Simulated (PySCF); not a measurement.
## Cu²⁺: ionisation energy

Cu²⁺ [Ar] 3d9 (2D) → Cu³⁺ [Ar] 3d8 (3F), as a difference of total energies. Calculation: PySCF 2.14, in ANO-RCC-VTZP; the spin-free X2C one-electron Hamiltonian (Gaussian nucleus). Correlated levels: valence: [Ar] frozen; valence and next inner shell: [Ne] frozen. The calculations carry no spin-orbit coupling.

```csv
method,ionisation energy (eV)
UHF,34.015
LDA,38.108
PBE,37.385
PBE0,36.842
r2SCAN,36.505
M06-2X,36.796
CAM-B3LYP,37.150
MP2 (valence),36.748
SCS-MP2 (valence),36.498
SCS-MP2 (valence and next inner shell),36.914
```

**Question.** Estimate what B2PLYP gives.

**Answer.** 36.788 eV, closest to M06-2X among the rows shown.

**Question.** Estimate what MP2 (valence and next inner shell) gives.

**Answer.** 37.326 eV, closest to PBE among the rows shown.

A first-order spin-orbit estimate (lowest level to lowest level, LS coupling) adds -0.071 eV.

Errors of the correlated levels include the incompleteness of this basis and the frozen core.

For comparison: 36.841 ± 0.012 eV (measured; NIST Atomic Spectra Database, ionization energies).
